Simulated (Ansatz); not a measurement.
Stepwise reaction of `[SH][In]([Br])[Br]` with hydrogen fluoride, as a gas-phase model of exchange steps in deposition or etching. ΔE in kJ/mol; ΔG adds harmonic PBE0-D4 terms to CCSD(T)/CBS, at 1 bar.

Gas-phase electronic energies from Ansatz, PBE0-D4/def2-TZVP geometries. CCSD(T)/CBS adds triple-zeta CCSD(T) − MP2 to the extrapolated MP2 energy (def2 sets, frozen cores). This one scheme is used for every species. Functionals use def2-TZVPP. B3LYP here is the variant with VWN-RPA as its local correlation; programs differ in this. Elements past krypton have def2 core potentials. For Br, In outer-core shells are correlated without core-valence functions, which leaves a few kJ/mol of doubt a bond. Scalar relativity is left out up to krypton. One conformer a species, not always the lowest.

```csv
step,reaction,PBE-D4,B3LYP-D4,ωB97M-V,CCSD(T)/CBS,ΔG(400 K)
1,`[SH][In]([Br])[Br]` + H–F → `[F][In]([SH])[Br]` + HBr,72.4,74.4,75.3,82.7,73.9
2,`[F][In]([SH])[Br]` + H–F → `[F][In]([F])[SH]` + HBr,74.7,76.5,77.5,84.3,75.4
```

(1) By hand: ΔE of the 2 steps together at CCSD(T)/CBS.

Answers

(1) (82.7) + (84.3) = 167.0 kJ/mol, or 83.5 kJ/mol a step.

In ΔE the steps differ by no more than 1.6 kJ/mol. All are uphill at CCSD(T)/CBS. ΔG lies between 73.9 and 75.4 kJ/mol a step. PBE-D4 differs from CCSD(T)/CBS by -10.3 to -9.6 kJ/mol a step. Isolated molecules leave out the surface, adducts and barriers. Largest T1 diagnostic: 0.016.
